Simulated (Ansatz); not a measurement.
A geometry relaxed with PBE0-D3(BJ)/def2-SVP run with Ansatz (a first-principles code), charge 0, multiplicity 1:

```xyz
21

O     -0.0541    -0.8268     1.7826
H      3.3894    -0.2043    -1.8618
O      1.7788     0.3664    -0.7519
C     -2.0008    -1.9989    -0.8387
C      2.5639    -0.6660    -1.2955
H      2.0002    -1.3162    -1.9882
Sn    -0.0008     0.0003    -0.0003
O     -0.8487    -1.2880    -1.2197
C      0.1925    -0.0702     2.9421
O     -0.8787     1.7495     0.1879
H     -1.1152     3.6892    -0.3893
H     -0.3714     0.8796     2.9642
H     -2.9080    -1.3667    -0.8565
H     -0.1206    -0.6693     3.8129
H     -1.9170    -2.4467     0.1677
H      1.2654     0.1669     3.0675
H     -1.3689     2.5083    -1.6997
H     -2.1506    -2.8176    -1.5615
H      3.0120    -1.3073    -0.5139
H      0.2878     2.8828    -1.1402
C     -0.7554     2.7349    -0.8079
```

Q: Write the SMILES of this molecule.

A: `C[O][Sn]([O]C)([O]C)[O]C`
